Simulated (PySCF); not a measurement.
## Spinor energies of Sb³⁺ (antimony, charge +3)

Start: [Kr] 4d10 5s2. Calculated with PySCF 2.14 in x2c-TZVPall-2c with one added diffuse shell each of s, p, d, f type (9s10p6d3f, 90 functions): generalised Hartree-Fock with the X2C-1e Hamiltonian and a Gaussian nucleus; one run each with spin-orbit coupling (SO) switched off, then screened by Boettger's factors. This is a chosen level, not necessarily the ground level.

| spinor shell | electrons | ε, spin-free (eV) | ε, screened SO (eV) | weight of nominal j (screened SO) | rms radius, screened SO (bohr) |
| --- | --- | --- | --- | --- | --- |
| 1s1/2 | 2 | -30674.2 | -30671.2 | 1.000 | 0.0325 |
| 2s1/2 | 2 | -4788.1 | -4787.2 | 1.000 | 0.133 |
| 2p1/2 | 2 | -4294.5 | -4469.3 | 1.000 | 0.115 |
| 2p3/2 | 4 | -4294.5 | -4215.1 | 1.000 | 0.120 |
| 3s1/2 | 2 | -1003.3 | -1003.1 | 1.000 | 0.352 |
| 3p1/2 | 2 | -838.40 | -871.67 | 1.000 | 0.345 |
| 3p3/2 | 4 | -838.40 | -823.21 | 1.000 | 0.356 |
| 3d3/2 | 4 | -587.53 | -593.33 | 1.000 | 0.329 |
| 3d5/2 | 6 | -587.53 | -583.48 | 1.000 | 0.332 |
| 4s1/2 | 2 | -205.80 | -205.76 | 1.000 | 0.843 |
| 4p1/2 | 2 | -152.78 | -158.99 | 1.000 | 0.893 |
| 4p3/2 | 4 | -152.78 | -149.96 | 1.000 | 0.922 |
| 4d3/2 | 4 | -73.404 | -74.206 | 1.000 | 1.09 |
| 4d5/2 | 6 | -73.404 | -72.855 | 1.000 | 1.10 |
| 5s1/2 | 2 | -41.895 | -41.896 | 1.000 | 2.19 |

```
   quantity    spin-free  screened SO
E (hartree)  -6475.37242  -6477.03285
        M_J            0            0
       ⟨J²⟩        0.000        0.000
       ⟨L²⟩        0.000        0.019
       ⟨S²⟩        0.000        0.019
```

Breit and QED terms are absent; they matter most for the inner s and p1/2 levels.

Densities and radii are taken from the X2C orbitals without a picture-change correction, which distorts them close to the nucleus.

Without spin-orbit coupling the j labels of p, d and f shells carry no meaning; the spin-free column gives the mean over the occupied spinors of each nl shell.
